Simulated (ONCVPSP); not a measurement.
# oxygen ONCV: all-electron and pseudo phase curves

```json
{
 "Element": "O",
 "Generator": "ONCVPSP 4.0.1",
 "Type": "optimised norm-conserving Vanderbilt (ONCV)",
 "Functional": "PBE",
 "Relativity": "scalar-relativistic",
 "Frozen core": "[He]",
 "Valence charge": "6",
 "Reference configuration": "2s2 2p4",
 "Partial waves": "2s: rc 0.85 bohr, ncon 4, nbas 7, qcut 9.4 1/bohr, 2 projectors, debl 3.6 Ha; 2p: rc 1.05 bohr, ncon 4, nbas 7, qcut 9.4 1/bohr, 2 projectors, debl 3.8 Ha",
 "Local potential": "polynomial inside 0.70 bohr (lpopt 4, dvloc0 -1 Ha)",
 "Core correction": "Teter function fitted to the true core (icmod 2), fcfact 0.55"
}
```

The phase is arctan(r·R′/R) of the radial function R(r), unwrapped; energies in Ha, scanned from -2 to 5 Ha. A pole is an energy at which the radial function vanishes at the test radius. The pseudo phase is shifted by a multiple of π to meet the all-electron one at the reference energy, and phase errors are pseudo minus all-electron; the curves can meet again beyond the range given. Levels narrower than the energy grid can be missing from the lists of poles.

```json
{"channel": "s", "radius (bohr)": "0.86", "reference energy (Ha)": "-0.88", "poles, all-electron": "none", "poles, pseudo": "none", "unbroken range about the reference energy with phases within 0.05 rad": "the whole range", "phase error 1 Ha above the reference energy (rad)": "-0.000"}
{"channel": "p", "radius (bohr)": "1.06", "reference energy (Ha)": "-0.33", "poles, all-electron": "2.20", "poles, pseudo": "2.20", "unbroken range about the reference energy with phases within 0.05 rad": "the whole range", "phase error 1 Ha above the reference energy (rad)": "+0.000"}
```

Phases in the s channel:

```
E (Ha)  all-electron  pseudo
 -1.98        -0.350  -0.350
 -1.62        -0.505  -0.505
 -1.26        -0.645  -0.645
 -0.90        -0.769  -0.769
 -0.54        -0.875  -0.875
 -0.18        -0.966  -0.966
  0.18        -1.043  -1.043
  0.54        -1.109  -1.109
  0.90        -1.167  -1.167
  1.26        -1.216  -1.216
  1.62        -1.259  -1.259
  1.98        -1.297  -1.297
  2.34        -1.331  -1.331
  2.70        -1.361  -1.361
  3.06        -1.388  -1.388
  3.42        -1.413  -1.413
  3.78        -1.436  -1.436
  4.14        -1.456  -1.456
  4.50        -1.476  -1.476
  4.86        -1.494  -1.494
```
